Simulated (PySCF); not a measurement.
## Two-component Hartree-Fock for Pb⁵³⁺ (lead, charge +53)

Start: [Ar] 3d10 4s1; 4s1/2 filled at m_j = +1/2. Calculated with PySCF 2.14 in an uncontracted even-tempered set (16 s from 8.3 bohr⁻², ratio 2.8; 13 p from 11 bohr⁻², ratio 2.8; 8 d from 19 bohr⁻², ratio 2.8; 4 f from 42 bohr⁻², ratio 3): generalised Hartree-Fock with the X2C-1e Hamiltonian and a Gaussian nucleus; one run each with spin-orbit coupling (SO) switched off, then screened by Boettger's factors.

```
spinor shell  electrons  ε, spin-free (eV)  ε, screened SO (eV)  weight of nominal j (screened SO)  rms radius, screened SO (bohr)
       1s1/2          2           -91532.5             -91496.3                              1.000                          0.0181
       2s1/2          2           -18945.9             -18935.1                              1.000                          0.0729
       2p1/2          2           -16696.9             -18291.0                              1.000                          0.0616
       3s1/2          2            -6695.6              -6692.7                              1.000                           0.184
       3p1/2          2            -6036.6              -6412.3                              1.000                           0.175
       3p3/2          4            -6036.6              -5889.9                              1.000                           0.190
       3d3/2          4            -5384.1              -5450.7                              1.000                           0.165
       3d5/2          6            -5384.1              -5338.8                              1.000                           0.169
       4s1/2          1            -3263.4              -3262.8                              1.000                           0.377
```

(1) Where does 2p3/2 lie, and what is the 2p spin-orbit splitting (screened SO)?

| quantity | spin-free | screened SO |
| --- | --- | --- |
| E (hartree) | -18686.44007 | -18722.80631 |
| M_J | 1/2 | 1/2 |
| ⟨J²⟩ | 0.750 | 0.750 |
| ⟨L²⟩ | 0.000 | 0.098 |
| ⟨S²⟩ | 0.750 | 0.848 |

Each row is a mean over spinors that exchange with the open shell spreads, by up to 6.844 eV (3s1/2).

Breit and QED terms are absent; they matter most for the inner s and p1/2 levels.

Densities and radii are taken from the X2C orbitals without a picture-change correction, which distorts them close to the nucleus.

Without spin-orbit coupling the j labels of p, d and f shells carry no meaning; the spin-free column gives the mean over the occupied spinors of each nl shell.

Answers

(1) At -16085.6 eV, 2205.4 eV above 2p1/2.
